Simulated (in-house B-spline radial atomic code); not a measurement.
Results of a calculation; reference values are marked as such.
Weak and strong correlation along the adiabatic connection

Two-electron singlets in several external potentials (atomic units), by full CI in B-splines with partial waves to l = 8 (correlation energies up to 0.6 % small). The repulsion is scaled by λ at fixed density; W(λ) is the mean repulsion less the Hartree energy, W(0) = E_x, and the area under W from 0 to 1 is E_xc.

One system gave this curve:

```tsv
λ	W (hartree)
0	-6.0275
0.02	-6.0293
0.05	-6.0321
0.12	-6.0386
0.25	-6.0506
0.4	-6.0642
0.6	-6.0822
0.8	-6.0998
1	-6.1173
1.4	-6.1514
2	-6.2007
3	-6.2785
4.5	-6.3856
7	-6.5423
10	-6.7015
```

(1) Which system is it?
A. −Z/r, Z = 10
B. −Z exp(−kr)/r, Z = 3.64, k = 0.152
C. ω²r²/2 − Z/r, ω = 0.0422, Z = 2
D. ω²r²/2 − Z/r, ω = 0.429, Z = 0.5

Results:

(1) A. The exchange energy sets the size: −Z/r, Z = 10: E_x = -6.03, E_c = -0.0455; −Z exp(−kr)/r, Z = 3.64, k = 0.152: E_x = -2.05, E_c = -0.0439; ω²r²/2 − Z/r, ω = 0.0422, Z = 2: E_x = -1.03, E_c = -0.042; ω²r²/2 − Z/r, ω = 0.429, Z = 0.5: E_x = -0.556, E_c = -0.0369 hartree.
